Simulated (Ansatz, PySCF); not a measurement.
Gas-phase reaction in SMILES: S=C=S [methanedithione] → S=C=S as triplet, charge 0
Each molecule is optimised on its own at B3LYP-D3(BJ)/def2-TZVP (Ansatz, an electronic-structure program). A spin state is the lowest found, not a proven ground state.
Geometry of the first species:
```
C
S 1 1.5527
S 1 1.5527 2 180.00
```
Charge 0, spin multiplicity 1.

Quantity: adiabatic triplet-singlet gap (0 K, with B3LYP-D3(BJ) harmonic zero-point energies from PySCF), in kcal/mol. Cores are frozen in the correlated levels unless marked. UHF or UKS for open shells. No spin-orbit coupling. No relativistic terms. CBS(X,Y): correlation extrapolated as X^-3; Hartree-Fock from the larger set.

```
level           program  adiabatic triplet-singlet gap (kcal/mol)
--------------  -------  ----------------------------------------
PBE/def2-TZVPD   Ansatz                                      61.2
```

### Question
Predict the CCSD(T)/CBS(cc-pV(T+d)Z,cc-pV(Q+d)Z) result (Ansatz).

### Answer
64.1 kcal/mol
